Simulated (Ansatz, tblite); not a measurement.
Forces on V(H2O)2OCl2 (VCl2O3H4) at its PBE0-D4/def2-SVP geometry. The state is a doublet with charge 0.

The xTB rows come from tblite. No other spin state of charge 0 was run.

GFN1-xTB (tblite), largest force 0.38 eV/Å:

```xyz
10
positions Å, forces eV/Å
V     0.019    0.199    0.016    0.028    0.303    0.026
O     0.171   -0.453    1.958    0.052    0.015    0.372
H    -0.526   -0.212    2.581    0.308   -0.033   -0.061
H     1.043   -0.392    2.369   -0.327    0.036    0.025
O    -0.222   -0.089   -2.002   -0.042    0.084   -0.362
H     0.517    0.115   -2.589   -0.310    0.015    0.059
H    -1.060    0.199   -2.386    0.327   -0.021   -0.024
O     0.163    1.729    0.143   -0.013   -0.155   -0.013
Cl   -2.181   -0.363    0.164   -0.088   -0.117    0.004
Cl    2.076   -0.733   -0.254    0.065   -0.127   -0.025
```

GFN2-xTB (tblite), largest force 1.09 eV/Å:

```
V 0.059 0.635 0.054
O -0.033 -0.108 -0.177
H -0.144 0.114 0.179
H 0.194 0.074 0.131
O 0.010 -0.140 0.158
H 0.165 0.113 -0.160
H -0.176 0.130 -0.116
O -0.101 -1.085 -0.090
Cl 0.778 0.066 -0.061
Cl -0.753 0.201 0.082
```

PBE-D4/def2-TZVP (Ansatz), largest force 2.17 eV/Å:

```
V -0.181 -1.883 -0.154
O -0.047 -0.244 -0.124
H -0.274 0.104 0.240
H 0.340 0.031 0.163
O -0.001 -0.266 0.083
H 0.292 0.088 -0.225
H -0.327 0.120 -0.151
O 0.206 2.155 0.177
Cl -0.150 -0.041 0.013
Cl 0.141 -0.063 -0.023
```
